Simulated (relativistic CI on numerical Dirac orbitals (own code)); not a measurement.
## Nb2+: resonant inelastic scattering at the M2,3 edge

Computed with this model: Dirac-Coulomb-Breit CI, orbitals from a KLI potential per configuration, a model potential for QED, valence Slater integrals scaled by 0.7, Kramers-Heisenberg scattering through one core-hole configuration in a parametric crystal field; configurations [Kr] 4d3 → [Ne] 3s2 3p5 3d10 4s2 4p6 4d4; 300 K; core-hole width 1.2 eV; summed over polarisations. Incident energies are the highest absorption maxima for each field (at most a few, so the weaker spin-orbit partner edge can be absent), on the computed scale of the free ion. Intensities are in per cent of the strongest line above 0.02 eV; levels within 1 cm⁻¹ are merged; final levels count from the ground level, the first row holds all elastic scattering, lines under 0.4 are left out and each table stops after 24 rows. The scale of the Slater integrals is a model choice and moves the terms in proportion.

Field parameters in Wybourne normalisation: Td as Oh with Dq negative (B⁴₀ = 21Dq, B⁴₄ = √(5/14) B⁴₀). The field is a parameter set, without covalency.

S is read from ⟨S²⟩ = S(S + 1).

Td, 10Dq = -2100 cm⁻¹:

```
Final level (eV)  Degeneracy  Irrep     S  366.3 eV  382.3 eV
           0.000           4     Γ8  1.49    2712.6     221.8
           0.025           2     Γ7  1.50      24.7      12.3
           0.086           4     Γ8  1.50      47.1      14.1
           0.139           2     Γ6  1.50      18.1       1.8
           0.270           4     Γ8  1.49      27.5      12.6
           0.271           2     Γ7  1.50      13.2       2.0
           0.312           2     Γ6  1.50       4.5       0.8
           0.328           4     Γ8  1.49      10.1       4.5
           0.568           4     Γ8  1.49       8.3       1.2
           0.933           4     Γ8  0.52      61.6      32.8
           1.075           2     Γ7  0.51       5.1       6.9
           1.085           2     Γ6  0.51       7.2       8.1
           1.099           2     Γ6  1.45     100.0       4.5
           1.105           4     Γ8  0.85      13.7       9.1
           1.107           4     Γ8  1.16      44.4       9.0
           1.174           4     Γ8  0.70      11.5       9.4
           1.193           2     Γ7  1.49       3.1       0.6
           1.197           4     Γ8  1.41       6.0       9.0
           1.244           2     Γ6  0.54       8.4       3.1
           1.395           2     Γ6  0.56      33.6      19.6
           1.415           4     Γ8  0.63      27.2      13.8
           1.485           4     Γ8  0.51       8.3       5.7
           1.513           4     Γ8  0.51      13.0       9.2
           1.523           2     Γ6  0.50       3.4       4.0
```

Td, 10Dq = -4750 cm⁻¹:

```csv
Final level (eV),Degeneracy,Irrep,S,366.2 eV,381.2 eV,382.3 eV
0.000,4,Γ8,1.49,2543.6,150.7,208.1
0.018,2,Γ7,1.50,24.8,14.9,11.7
0.083,4,Γ8,1.50,53.0,25.3,15.2
0.130,2,Γ6,1.50,31.7,3.0,3.4
0.550,2,Γ7,1.49,18.0,17.5,3.7
0.552,4,Γ8,1.48,34.1,37.9,13.4
0.588,4,Γ8,1.33,19.8,11.4,5.6
0.591,2,Γ6,1.49,12.0,4.8,1.7
0.645,4,Γ8,0.79,100.0,20.3,35.7
1.080,2,Γ6,0.52,6.8,2.2,10.7
1.096,4,Γ8,0.63,18.9,3.8,16.7
1.103,2,Γ7,0.52,7.8,2.9,6.8
1.150,4,Γ8,1.01,12.4,3.8,8.5
1.199,4,Γ8,1.08,14.3,7.2,10.9
1.315,2,Γ6,1.13,67.5,6.7,8.3
1.322,4,Γ8,1.18,43.2,14.0,5.6
1.437,2,Γ6,1.02,33.4,6.0,7.4
1.441,2,Γ7,1.49,9.8,3.9,0.8
1.444,4,Γ8,1.49,11.1,25.9,8.9
1.512,4,Γ8,0.96,28.8,6.6,7.5
1.558,2,Γ6,0.51,9.7,1.0,2.7
1.704,4,Γ8,0.52,19.5,3.7,8.6
1.719,2,Γ7,0.52,3.2,0.7,2.0
1.776,4,Γ8,0.51,7.4,1.5,5.8
```

Td, 10Dq = -7350 cm⁻¹:

```
Final level (eV)  Degeneracy  Irrep     S  366 eV  381.3 eV
           0.000           4     Γ8  1.46  2394.8     201.9
           0.024           2     Γ7  1.50    20.2      21.1
           0.086           4     Γ8  1.49    49.0      30.9
           0.131           2     Γ6  1.50    38.0       4.7
           0.336           4     Γ8  0.58   100.0      25.6
           0.845           4     Γ8  1.44    57.8      42.3
           0.847           2     Γ7  1.47    28.5      17.3
           0.888           2     Γ6  1.46    27.6       3.8
           0.898           4     Γ8  1.48    38.2      13.3
           1.081           2     Γ6  0.58     4.1       3.8
           1.103           4     Γ8  0.54    25.5       5.6
           1.122           2     Γ7  0.56     9.9       2.8
           1.183           4     Γ8  0.60    15.5       9.0
           1.406           2     Γ6  0.58    37.3       8.4
           1.438           4     Γ8  0.67    38.2      10.6
           1.669           2     Γ6  1.45    55.2       5.1
           1.713           4     Γ8  1.40    60.4      10.3
           1.720           2     Γ7  1.48    20.8       3.9
           1.724           4     Γ8  1.49    16.9      24.4
           1.781           4     Γ8  1.42     2.7       2.3
           1.854           2     Γ6  0.51     5.1       0.4
           1.941           4     Γ8  0.65    24.5       3.5
           1.944           2     Γ7  0.54     2.9       0.8
           2.074           2     Γ6  0.50     2.2       1.0
```

For the first field the strongest loss at the lowest incident energy is the level at 1.10 eV (S = 1.45, against 1.50 in the thermal ground state). Levels of other spin, the first over 8 % at 0.93 eV, appear because spin-orbit coupling of the core hole, and in heavier ions of the valence shell too, mixes spins.
